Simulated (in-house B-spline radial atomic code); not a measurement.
Configurations of Nb VII (Nb6+), with energies counted from [Ar] 3d10 4s2 4p5. Level of theory: scalar-relativistic (X2C) PBE0, spin-polarised, spherical fractional occupations, exact exchange averaged over the configuration, Fermi nucleus of rms radius 4.324 fm; calculated with a B-spline radial code for spherical atoms. Shells without spins written out take the highest spin.

Occupations are held fixed; configurations that lie above the ionisation limit could autoionise.

| configuration | E - E(ref) (eV) | highest orbital | its <r> (bohr) |
| --- | --- | --- | --- |
| [Ar] 3d10 4s2 4p4 4d1 | 35.86 | 4d up | 1.419 |
| [Ar] 3d10 4s1 4p5 5s1 | 81.584 | 5s up | 2.265 |
| [Ar] 3d10 4s1 4p5 4f1 | 97.581 | 4f up | 1.955 |
| [Ar] 3d9 4s2 4p5 4f1 | 252.79 | 4f up | 1.911 |

Order these further configurations by energy, lowest first.
A. [Ar] 3d9 4s2 4p5 5f1
B. [Ar] 3d10 4s1 4p5 4d1
C. [Ar] 3d9 4s2 4p5 5d1
D. [Ar] 3d10 4s2 4p4 5d1

B (62.422 eV), D (76.276 eV), C (258.27 eV), A (271.01 eV).
